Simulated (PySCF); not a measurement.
Assigning NMR signals

Mapped SMILES: `[O:1]=[C:2]([C@@H:3]1[O:4][CH2:5][C@H:6]1[F:7])[C:8]([F:9])([F:10])[F:11]`; H(Xn) means a hydrogen on atom n. Ha(C5) is cis to C2 on the ring; Hb(C5) is trans to C2 on the ring.

Theoretical values (PySCF 2.14.0 with density-fitted response routines): shielding tensors at PBE0/pcSseg-1 (GIAO), PBE0-D3(BJ)/def2-SVP structure, B3LYP/pcJ-1 coupling constants (spin–dipole term only in couplings to heteroatoms). No solvent model, non-relativistic Hamiltonian, one conformer, fast rotation and ring inversion assumed for equivalent nuclei.

Chemical shifts δ = σref − σ; 13C (σref 184.41) and 1H (σref 31.27) against TMS, all at this level.

Task: Assign these signals to the numbered atoms. 13C{1H} NMR (computed): δ 198.7 (C, qd, J = 36.7, 6.6 Hz), 120.6 (C, q, J = 358.7 Hz), 91.7 (CH, d, J = 21.5 Hz), 89.4 (CH, d, J = 285.6 Hz), 79.1 (CH2, d, J = 22.1 Hz).

Result: 
| δ (ppm) | atoms | environment | reason |
| --- | --- | --- | --- |
| 198.7 | C2 | ketone carbonyl carbon | low-lying n→π* states of the double bond to the heteroatom give a large paramagnetic term (-267 ppm) |
| 120.6 | C8 | CF3 carbon | 3 electronegative neighbours deshield it |
| 91.7 | C3 | sp3 CH bonded to O, α to a carbonyl | deshielded by the electronegative neighbour |
| 89.4 | C6 | sp3 CH bonded to F | deshielded by the electronegative neighbour |
| 79.1 | C5 | sp3 CH2 bonded to O | the inductive effect lowers its shielding |

Task: Assign these signals to the numbered atoms. 1H NMR (500 MHz, computed): δ 5.26 (m, 1H), 5.14 (m, 1H), 4.94 (m, 1H), 4.88 (m, 1H).

Result: 
| δ (ppm) | atoms | environment | reason |
| --- | --- | --- | --- |
| 5.26 | H(C3) | hydrogen on an sp3 CH bonded to O, α to a carbonyl | its carbon carries O, hence the downfield position |
| 5.14 | H(C6) | hydrogen on an sp3 CH bonded to F | its carbon carries F, which withdraws density |
| 4.94 | Hb(C5) | hydrogen on an sp3 CH2 bonded to O | its carbon carries O, which withdraws density |
| 4.88 | Ha(C5) | hydrogen on an sp3 CH2 bonded to O | – |

Hb(C5) and Ha(C5) lie closer than the usual error of such a calculation, so a measured spectrum could show them in the other order.

C–F couplings over four or more bonds (about 3 Hz to the para carbon of a fluoroarene) are left out. Common functionals overestimate the size of one-bond C–F couplings by tens of Hz; these are unscaled. Multiplet labels drop couplings under 1 Hz and merge nearly equal ones. Unscaled 3J(H,H) at this level run about 10 % above measured values. Shifts are as computed. Against solution values, carbons near 30 ppm lie about +2 ppm off and those near 130 ppm about +5 ppm. Of 1313 compounds with measured shifts, 239 miss one by over three times the rms of a fit or turn the order of signals round; such compounds aren't used in these exercises. Only one conformer was computed, so three-bond couplings in flexible chains and rings are approximate.
